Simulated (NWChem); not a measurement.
Everything below was run with NWChem. System: CH₅Si, charge 0, spin multiplicity 2, at a geometry optimised with UB3LYP/def2-SVP. The structure started from a generated list of species. Its SCF solution wasn't tested for a lower state. Level: evGW0@UPBE/def2-TZVPD, RI basis def2-tzvpd-rifit, 6 cycles.

Job file:

```
start mol
memory heap 200 mb stack 700 mb global 1700 mb
geometry units angstroms nocenter noautoz
  C     -0.154013     1.199984     0.000000
  Si     0.169934    -0.665019     0.000000
  H      0.283706     1.675532     0.891746
  H      0.283706     1.675532    -0.891746
  H     -1.238763     1.406552     0.000000
  H     -0.391820    -1.323630     1.221402
  H     -0.391820    -1.323630    -1.221402
  symmetry group Cs
end
basis spherical
  * library def2-tzvpd
end
basis "ri basis" bse spherical
  * library def2-tzvpd-rifit
end
dft
  xc xpbe96 cpbe96
  odft
  mult 2
  iterations 100
  direct
  tolerances tight
end
task dft energy
gw
  evgw0 6
  states alpha occ -1 vir -1
  states beta occ -1 vir -1
end
task dft gw
```

Output (cleaned and shortened):

```
             Northwest Computational Chemistry Package (NWChem) 7.3.0
             --------------------------------------------------------

                                NWChem Input Module
                                -------------------

 Scaling coordinates for geometry "geometry" by  1.889725989
 (inverse scale =  0.529177249)

 Turning off AUTOSYM since
 SYMMETRY directive was detected!

                             Geometry "geometry" -> ""
                             -------------------------

 Output coordinates in angstroms (scale by  1.889725989 to convert to a.u.)

  No.       Tag          Charge          X              Y              Z
 ---- ---------------- ---------- -------------- -------------- --------------
    1 C                    6.0000    -0.15401300     1.19998400     0.00000000
    2 Si                  14.0000     0.16993400    -0.66501900     0.00000000
    3 H                    1.0000     0.28370600     1.67553200     0.89174600
    4 H                    1.0000     0.28370600     1.67553200    -0.89174600
    5 H                    1.0000    -1.23876300     1.40655200     0.00000000
    6 H                    1.0000    -0.39182000    -1.32363000     1.22140200
    7 H                    1.0000    -0.39182000    -1.32363000    -1.22140200

 Effective nuclear repulsion energy (a.u.)      55.2177346705

            Nuclear Dipole moment (a.u.)
            ----------------------------
        X                 Y               Z
 ---------------- ---------------- ----------------
     0.0000132281    -0.0000113384     0.0000000000

      Symmetry information
      --------------------

 Group name             Cs
 Group number              2
 Group order               2
 No. of unique centers     5

      Symmetry unique atoms

     1    2    3    5    6


 Summary of "ao basis" -> "" (spherical)
 ------------------------------------------------------------------------------
       Tag                 Description            Shells   Functions and Types
 ---------------- ------------------------------  ------  ---------------------
 *                         def2-tzvpd                 on all atoms

 new library libraries.bse/

 Summary of "ri basis" -> "" (spherical)
 ------------------------------------------------------------------------------
       Tag                 Description            Shells   Functions and Types
 ---------------- ------------------------------  ------  ---------------------
 *                      def2-tzvpd-rifit              on all atoms

  pbe96 is a nonlocal functional; adding pw91lda local functional.

                                 NWChem DFT Module
                                 -----------------

 Summary of "ao basis" -> "ao basis" (spherical)
 ------------------------------------------------------------------------------
       Tag                 Description            Shells   Functions and Types
 ---------------- ------------------------------  ------  ---------------------
 C                         def2-tzvpd               13       37   6s3p3d1f
 Si                        def2-tzvpd               15       43   6s5p3d1f
 H                         def2-tzvpd                5        9   3s2p

 Summary of "ao basis" -> "ao basis" (spherical)
 ------------------------------------------------------------------------------
       Tag                 Description            Shells   Functions and Types
 ---------------- ------------------------------  ------  ---------------------
 C                         def2-tzvpd               13       37   6s3p3d1f
 Si                        def2-tzvpd               15       43   6s5p3d1f
 H                         def2-tzvpd                5        9   3s2p

      Symmetry analysis of basis
      --------------------------

        a'         79
        a"         46

            General Information
            -------------------
          SCF calculation type: DFT
          Wavefunction type:  spin polarized.
          No. of atoms     :     7
          No. of electrons :    25
           Alpha electrons :    13
            Beta electrons :    12
          Charge           :     0
          Spin multiplicity:     2
          Use of symmetry is: on ; symmetry adaption is: on
          Maximum number of iterations: 100
          This is a Direct SCF calculation.
          AO basis - number of functions:   125
                     number of shells:    53
          Convergence on energy requested:  1.00D-06
          Convergence on density requested:  1.00D-05
          Convergence on gradient requested:  5.00D-04

              XC Information
              --------------
          PerdewBurkeErnzerhof Exchange Functional  1.000
            Perdew 1991 LDA Correlation Functional  1.000 local
           PerdewBurkeErnz. Correlation Functional  1.000 non-local

             Grid Information
             ----------------
          Grid used for XC integration:  medium
          Radial quadrature: Mura-Knowles
          Angular quadrature: Lebedev.
          Tag              B.-S. Rad. Rad. Pts. Rad. Cut. Ang. Pts.
          ---              ---------- --------- --------- ---------
          C                   0.70       49          11.0       434
          Si                  1.10       88          10.0       590
          H                   0.35       45          11.0       434
          Grid pruning is: on
          Number of quadrature shells:   272
          Spatial weights used:  Erf1

          Convergence Information
          -----------------------
          Convergence aids based upon iterative change in
[...]
@GW        31          7.872           0.000
@GW        32          7.946           0.000
@GW        33          8.002           0.000
@GW        34          8.451           0.000
@GW        35          8.527           0.000
@GW        36          9.026           0.000
@GW        37          9.599           0.000
@GW        38          9.540           0.000
@GW        39          9.679           0.000
@GW        40         10.052           0.000
@GW        41          9.999           0.000
@GW        42         10.407           0.000
@GW        43         10.966           0.000
@GW        44         11.206           0.000
@GW        45         11.856           0.000
@GW        46         12.644           0.000
@GW        47         13.060           0.000
@GW        48         13.474           0.000
@GW        49         13.568           0.000
@GW        50         14.096           0.000
@GW        51         14.330           0.000
@GW        52         14.481           0.000
@GW        53         15.123           0.000
@GW        54         15.309           0.000
@GW        55         16.643           0.000
@GW        56         16.883           0.000
@GW        57         18.073           0.000
@GW        58         18.583           0.000
@GW        59         19.703           0.000
@GW        60         20.529           0.000
@GW        61         20.693           0.000
@GW        62         20.804           0.000
@GW        63         21.974           0.000
@GW        64         22.763           0.000
@GW        65         26.590           0.000
@GW        66         26.877           0.000
@GW        67         30.762           0.000
@GW        68         31.267           0.000
@GW        69         32.581           0.000
@GW        70         31.576           0.000
@GW        71         34.993           0.000
@GW        72         35.021           0.000
@GW        73         36.118           0.000
@GW        74         36.993           0.000
@GW        75         37.230           0.000
@GW        76         38.451           0.000
@GW        77         39.092           0.000
@GW        78         39.267           0.000
@GW        79         39.675           0.000
@GW        80         43.005           0.000
@GW        81         43.737           0.000
@GW        82         45.579           0.000
@GW        83         46.740           0.000
@GW        84         48.355           0.000
@GW        85         50.883           0.000
@GW        86         52.398           0.000
@GW        87         52.304           0.000
@GW        88         52.417           0.000
@GW        89         55.423           0.000
@GW        90         57.136           0.000
@GW        91         58.422           0.000
@GW        92         58.998           0.000
@GW        93         59.681           0.000
@GW        94         61.650           0.000
@GW        95         62.392           0.000
@GW        96         63.623           0.000
@GW        97         70.493           0.000
@GW        98         72.288           0.000
@GW        99         72.415           0.000
@GW       100         72.467           0.000
@GW       101         72.605           0.000
@GW       102         73.553           0.000
@GW       103         74.278           0.000
@GW       104         77.890           0.000
@GW       105         78.198           0.000
@GW       106         81.746           0.000
@GW       107         84.813           0.000
@GW       108         85.266           0.000
@GW       109         91.055           0.000
@GW       110         91.382           0.000
@GW       111         94.587           0.000
@GW       112         96.583           0.000
@GW       113         97.536           0.000
@GW       114         97.658           0.000
@GW       115        104.028           0.000
@GW       116        104.672           0.000
@GW       117        104.487           0.000
@GW       118        125.122           0.000
@GW       119        125.403           0.000
@GW       120        129.744           0.000
@GW       121        179.543           0.000
@GW       122        182.130           0.000
@GW       123        188.949           0.000
@GW       124        301.503           0.000
@GW       125        624.182           0.000

                   Beta Orbitals
          State     Energy (eV)     Error (eV)
          -----------------------------------
@GW         1      -1838.926           0.000
@GW         2       -289.468           0.000
@GW         3       -156.314           0.000
@GW         4       -105.999           0.000
@GW         5       -105.989           0.000
@GW         6       -105.982           0.000
@GW         7        -21.544           0.000
@GW         8        -15.740           0.000
@GW         9        -14.156           0.000
@GW        10        -13.944           0.000
@GW        11        -11.795           0.000
@GW        12        -11.401           0.000
@GW        13         -0.297           0.000
@GW        14          1.664           0.000
@GW        15          2.180           0.000
@GW        16          3.156           0.000
@GW        17          3.441           0.000
@GW        18          3.662           0.000
@GW        19          3.648           0.000
@GW        20          3.758           0.000
@GW        21          3.913           0.000
@GW        22          4.277           0.000
@GW        23          4.277           0.000
@GW        24          5.455           0.000
@GW        25          5.233           0.000
@GW        26          5.753           0.000
@GW        27          6.255           0.000
@GW        28          6.204           0.000
@GW        29          6.585           0.000
@GW        30          7.118           0.000
@GW        31          8.037           0.000
@GW        32          8.048           0.000
@GW        33          8.128           0.000
@GW        34          8.465           0.000
@GW        35          8.648           0.000
@GW        36          9.108           0.000
@GW        37          9.577           0.000
@GW        38          9.600           0.000
@GW        39          9.809           0.000
@GW        40         10.166           0.000
@GW        41         10.123           0.000
@GW        42         10.451           0.000
@GW        43         11.062           0.000
@GW        44         11.357           0.000
@GW        45         11.950           0.000
@GW        46         12.658           0.000
@GW        47         13.076           0.000
@GW        48         13.621           0.000
@GW        49         13.897           0.000
@GW        50         14.225           0.000
@GW        51         14.616           0.000
@GW        52         14.727           0.000
@GW        53         15.209           0.000
@GW        54         15.424           0.000
@GW        55         17.029           0.000
@GW        56         17.192           0.000
@GW        57         18.147           0.000
@GW        58         18.922           0.000
@GW        59         19.732           0.000
@GW        60         20.661           0.000
@GW        61         20.653           0.000
@GW        62         20.902           0.000
@GW        63         22.127           0.000
@GW        64         22.977           0.000
@GW        65         26.642           0.000
@GW        66         27.284           0.000
@GW        67         31.014           0.000
@GW        68         31.564           0.000
@GW        69         31.677           0.000
@GW        70         33.179           0.000
@GW        71         35.302           0.000
@GW        72         35.471           0.000
@GW        73         36.357           0.000
@GW        74         37.472           0.000
@GW        75         38.033           0.000
@GW        76         38.762           0.000
@GW        77         39.312           0.000
@GW        78         39.442           0.000
@GW        79         41.263           0.000
@GW        80         43.346           0.000
@GW        81         43.995           0.000
@GW        82         46.305           0.000
@GW        83         47.006           0.000
@GW        84         48.511           0.000
@GW        85         51.123           0.000
@GW        86         52.499           0.000
@GW        87         52.494           0.000
@GW        88         52.578           0.000
@GW        89         55.680           0.000
@GW        90         57.095           0.000
@GW        91         58.692           0.000
@GW        92         59.118           0.000
@GW        93         59.834           0.000
@GW        94         61.785           0.000
@GW        95         62.437           0.000
@GW        96         63.704           0.000
@GW        97         70.726           0.000
@GW        98         72.544           0.000
@GW        99         72.590           0.000
@GW       100         72.602           0.000
@GW       101         72.747           0.000
@GW       102         73.691           0.000
@GW       103         74.335           0.000
@GW       104         77.931           0.000
@GW       105         78.233           0.000
@GW       106         81.903           0.000
@GW       107         84.831           0.000
@GW       108         85.418           0.000
@GW       109         91.158           0.000
@GW       110         91.454           0.000
@GW       111         94.608           0.000
@GW       112         96.703           0.000
@GW       113         97.608           0.000
@GW       114         97.733           0.000
@GW       115        104.100           0.000
@GW       116        104.776           0.000
@GW       117        104.645           0.000
@GW       118        125.188           0.000
@GW       119        125.460           0.000
@GW       120        129.765           0.000
@GW       121        180.112           0.000
@GW       122        182.314           0.000
@GW       123        188.733           0.000
@GW       124        301.638           0.000
@GW       125        624.274           0.000

     GW Timing Statistics
   ------------------------
   Init.   :          0.1s
     ERIs  :          1.6s
     Distr.:          0.2s
     Vxc   :          0.4s
   Sigma_x :          0.0s
   RPA     :          5.6s
   Wmn     :         12.2s
   Sigma_c :         10.1s
   GW total:         30.3s

 Task  times  cpu:       30.3s     wall:       30.3s

 Total times  cpu:       44.8s     wall:       44.8s
```
